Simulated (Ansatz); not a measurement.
Basis-set extrapolation for `BN(C)[SiH2][SiH3]` (PBE0-D4/def2-TZVP geometry, frozen core, the Gaussian-basis code of Ansatz). Multiplicity 1, RHF reference.

```tsv
	def2-TZVPP	def2-QZVPP
HF	-700.794971	-700.819064
MP2 correlation	-0.745793	-0.796132
CCSD(T) correlation	-0.848138	not run
```

Energies in hartree. Use E(X) = E(∞) + A·exp(−7.88·√X) for Hartree–Fock and E(X) = E(∞) + B·X^(−2.97) for correlation, with X = 3 and 4, and add CCSD(T) minus MP2 of the smaller set to the MP2 limit.

Q: What is the CCSD(T) energy at the basis-set limit?

A: HF limit: -700.819064 + (-0.024093) × 0.13774 = -700.82238. MP2 limit: -0.796132 + (-0.050339) × 0.74074 = -0.83342. Higher-order term: -0.848138 − (-0.745793) = -0.10234. Total: -701.75814 hartree, 72.2 kcal/mol below CCSD(T)/def2-TZVPP.
